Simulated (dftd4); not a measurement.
CH₂Cl (SMILES [CH2]Cl), doublet, geometry from GFN2-xTB; D4 for blyp (dftd4 4.2.0).

Input for dftd4:
```
$ dftd4 mol.xyz --func blyp --charge 0 --json dftd4.json --noedisp --grad

# file mol.xyz
4

C      0.00128034    -0.21316871    -1.07804677
Cl    -0.00067229     0.11193254     0.56607046
H      0.94272613    -0.30818573    -1.57707968
H     -0.93897920    -0.31565514    -1.57783752
```

The log (banner, timings and long lists left out):

```
                    ____  _____ _____     ____  _  _
      -------------|  _ \|  ___|_   _|---|  _ \| || |------------
     |             | | | | |_    | | ___ | | | | || |_           |
     |             | |_| |  _|   | ||___|| |_| |__   _|          |
     |             |____/|_|     |_|     |____/   |_|            |
     |             ===================================           |
     |            E. Caldeweyher, S. Ehlert & S. Grimme          |
     |          Mulliken Center for Theoretical Chemistry        |
     |                    University of Bonn                     |
      -----------------------------------------------------------

Rational (Becke-Johnson) damping: blyp-D4-ATM
---------------------
  s6         1.0000
  s8         2.3408
  s9         1.0000
  a1         0.4449
  a2         4.0933
 alp        16.0000
--------------------

Dispersion energy:      -3.4575327756400E-03 Eh

Gradient norm:           1.7363890330417E-04 Eh/a0
--------------------------------------------------
     #    Z           dE/dx      dE/dy      dE/dz
--------------------------------------------------
     1    6 C     1.072E-07 -1.785E-05 -9.025E-05
     2   17 Cl   -1.650E-07  2.748E-05  1.390E-04
     3    1 H     1.397E-05 -4.760E-06 -2.435E-05
     4    1 H    -1.391E-05 -4.871E-06 -2.436E-05
--------------------------------------------------

Virial:
--------------------------------------------------
      component           x          y          z
--------------------------------------------------
          x       4.956E-05  8.455E-08 -5.474E-07
          y       8.455E-08  1.868E-05  9.446E-05
          z      -5.474E-07  9.446E-05  4.777E-04
--------------------------------------------------

[Info] Dispersion results written to 'dftd4.txt'
[Info] JSON dump of results written to 'dftd4.json'
```
